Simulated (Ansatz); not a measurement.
`CC([SiH3])(Cl)Cl` + `[NH]=[V]([F])([F])[F]` → `C[N]=[V]([F])([F])[F]` + `[SiH3]C(Cl)Cl`  (substitution at a C–C bond)

Program: Ansatz. Geometries: PBE0-D4/def2-TZVP. ΔE: electronic, gas phase. CCSD(T)/CBS adds triple-zeta CCSD(T) − MP2 to the extrapolated MP2 energy (def2 sets, frozen cores). Functionals use def2-TZVPP. For V outer-core shells are correlated without core-valence functions, which leaves a few kJ/mol of doubt a bond. Scalar relativity is left out up to krypton. Each species was taken in one conformer, which may not be the lowest.

Task: Is it downhill or uphill in electronic energy at CCSD(T)/CBS, and by how much? (Estimate.)

Result: The calculation gave: Uphill: ΔE = +0.7 kcal/mol.

Task: What do these levels give: BLYP-D4, PBE-QIDH, RPA@PBE/def2-TZVPP, CCSD/def2-SVP, CCSD(T)/def2-SVP, SCS-MP2/def2-TZVPP? (Estimate.)

Result: Computed: BLYP-D4 -0.9, PBE-QIDH -1.4, RPA@PBE/def2-TZVPP 1.1, CCSD/def2-SVP 0.0, CCSD(T)/def2-SVP 1.4, SCS-MP2/def2-TZVPP -3.3 kcal/mol.

Largest T1 diagnostic among the species: 0.029, so the coupled-cluster value is less sure than usual.

From BLYP to BHLYP (50 % exact exchange), in def2-TZVPP and without D4, ΔE moves by +1.1 kcal/mol. The D4 term adds +1.8 kcal/mol with B3LYP and +0.9 kcal/mol with PBE0; it sums over pairs of atoms, weighted by their polarisabilities, and B3LYP, whose exchange is more repulsive, gets the larger term. Leaving LDA and LC-ωPBE aside and taking each functional with its dispersion term where it has one, the values, not all of them listed here, spread over 4.2 kcal/mol, from B2PLYP to ωB97M-V. LDA lies +2.2 kcal/mol from PBE without D4.

B3LYP here is the variant with VWN-RPA as its local correlation; programs differ in this.
